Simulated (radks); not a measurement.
Isoelectronic series with 17 electrons, each ion in its NIST ground configuration. Calculated with a radial shooting solver on a logarithmic mesh with Libxc functionals: scalar-relativistic Kohn-Sham, SCAN, spin-polarised, spherical densities, finite nucleus; open shells are filled with parallel spins first; meta-GGA in the generalised Kohn-Sham scheme; Fermi nuclear charge, rms radius of each element as measured or else 0.836 A^(1/3) + 0.57 fm. Total energies (hartree) and orbital eigenvalues (eV):

ion   configuration  E (hartree)    3p down      3p up    3s down
Cl     [Ne] 3s2 3p5   -461.66415    -8.2948    -9.4573   -20.9424
Ar+    [Ne] 3s2 3p5   -528.89206   -21.8241   -23.2111   -37.0874
K2+    [Ne] 3s2 3p5   -601.02764   -38.9044   -40.5087   -56.8241
Ca3+   [Ne] 3s2 3p5   -678.06823   -59.3416   -61.1568   -79.9505
Sc4+   [Ne] 3s2 3p5   -760.01657   -83.0367   -85.0597  -106.3669
Ti5+   [Ne] 3s2 3p5   -846.87976  -109.9325  -112.1603  -136.0183
V6+    [Ne] 3s2 3p5   -938.66733  -139.9932  -142.4235  -168.8721
Cr7+   [Ne] 3s2 3p5  -1035.38938  -173.1943  -175.8250  -204.9086
